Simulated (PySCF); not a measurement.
Dipole moment and polarisability of N-methyldiacetamide

Compound: N-methyldiacetamide, C₅H₉NO₂.
Cartesian coordinates in Å at the GFN2-xTB level; atoms count from 1:
```xyz
17
C5H9NO2 angstrom
C      2.150    0.546   -0.206
C      0.656    0.648   -0.400
O      0.176    1.483   -1.129
N     -0.101   -0.270    0.310
C      0.561   -1.255    1.151
C     -1.505   -0.343    0.285
C     -2.253    0.651   -0.543
O     -2.067   -1.197    0.929
H      2.419    0.712    0.834
H      2.617    1.312   -0.820
H      2.520   -0.429   -0.510
H      1.209   -1.902    0.561
H     -0.218   -1.862    1.611
H      1.142   -0.771    1.935
H     -1.973    0.567   -1.590
H     -2.022    1.666   -0.229
H     -3.316    0.455   -0.424
```

Level: CAM-B3LYP/def2-SVPD (PySCF), static field, nuclei fixed, core orbitals frozen in the response. The polarisability tensor in these axes (au):

```
x    85.91   3.23  -0.60
y     3.23  70.56 -13.97
z    -0.60 -13.97  64.48
```

Q: Give the principal values, the mean and the anisotropy Δα = √{½[(α1 − α2)² + (α2 − α3)² + (α1 − α3)²]}.

A: Principal values 53.14, 80.34 and 87.46 au; mean 73.65 au = 10.91 Å³ = 12.14 × 10⁻⁴⁰ C²·m²/J; Δα = 31.37 au (43 % of the mean).

Q: What is the dipole moment, and where does it point?

A: (2.98, -0.37, 0.57) D, 3.06 D in size, pointing from the negative to the positive side. Measured along this direction, the outermost atoms are H17 at the negative end and H9 and H11 at the positive end.

Q: What depolarisation ratio follows for Rayleigh scattering of linearly polarised light, taking the static tensor?

A: ρ = 3Δα²/(45ᾱ² + 4Δα²) = 2952.5/(244097 + 3936.6) = 0.0119.

Q: Find the Langevin capture rate constant for O2+ (31.990 u) meeting this molecule (115.063 u), k = 2.342 × 10⁻⁹ cm³/s × √(α in Å³ / reduced mass in u).

A: The reduced mass is 25.03 u, so k = 1.55 × 10⁻⁹ cm³/s. The formula leaves out the permanent dipole, which adds to the capture rate.

Q: In a dilute gas of rigid molecules at 298 K, how does the orientational term μ²/3kT compare with the electronic polarisability?

A: In Gaussian units μ²/3kT = 75.89 Å³ against 10.91 Å³, a ratio of 6.95; the Debye molar polarisation (4π/3)N_A(α + μ²/3kT) is 219.0 cm³/mol, leaving out the vibrational part.

Geometry: GFN2-xTB, one conformer, isolated molecule.

The run behind these numbers computed excited states as well. On one thread of an x86-64 server (shared host), this took 47 s.
